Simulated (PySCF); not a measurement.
# Stretching ScAl

Set-up: basis Sc def2-TZVPP, Al def2-TZVPP; no relativity; PySCF 2.14. Energies in eV from Sc (3d1 4s2) + Al in their ground configurations at the same level. State: ³Σ⁻ (triplet), unpaired electrons π ↑↑.

```json
{"R (Å)": "2.330", "revPBE": "-1.005", "ROHF-CCSD": ""}
{"R (Å)": "2.438", "revPBE": "-1.293", "ROHF-CCSD": "-0.4295"}
{"R (Å)": "2.546", "revPBE": "-1.465", "ROHF-CCSD": "-0.5944"}
{"R (Å)": "2.628", "revPBE": "-1.536", "ROHF-CCSD": "-0.6529"}
{"R (Å)": "2.709", "revPBE": "-1.567", "ROHF-CCSD": "-0.6689"}
{"R (Å)": "2.790", "revPBE": "-1.568", "ROHF-CCSD": "-0.6519"}
{"R (Å)": "2.899", "revPBE": "-1.533", "ROHF-CCSD": "-0.5908"}
{"R (Å)": "3.034", "revPBE": "-1.449", "ROHF-CCSD": "-0.4710"}
{"R (Å)": "3.197", "revPBE": "-1.312", "ROHF-CCSD": "-0.2853"}
{"R (Å)": "3.413", "revPBE": "-1.102", "ROHF-CCSD": ""}
```

Problem. Put a parabola through the three lowest points of the revPBE curve and estimate Re, k and ωe (reduced mass 16.86 u; 1 eV/Å² = 0.16022 mdyn/Å; ωe = 1302.8·√(k/μ) cm⁻¹).

Solution. Through R = 2.709, 2.79, 2.899 Å the second-order coefficient is 1.75 eV/Å², so Re ≈ 2.753 Å, k ≈ 0.562 mdyn/Å and ωe ≈ 238 cm⁻¹. A polynomial fit of higher order to the unrounded revPBE energies gives Re = 2.752 Å, k = 0.653 mdyn/Å, ωe = 256 cm⁻¹; anharmonicity and rounding make the difference.

The higher-order fit for each curve: revPBE: Re = 2.752 Å, ωe = 256 cm⁻¹, De = 1.57 eV; ROHF-CCSD: Re = 2.704 Å, ωe = 285 cm⁻¹, De = 0.67 eV.

Correlated steps freeze 10 core orbitals. The metal atom is held in its measured ground configuration; semilocal functionals can put another filling of s and d lower by some tenths of an eV, and De to that atom would be smaller. The CCSD T1 diagnostic is raised, a sign that a single reference may not be enough here. With d or f electrons several states lie close, and the lowest PBE0 determinant need not be the measured ground state.
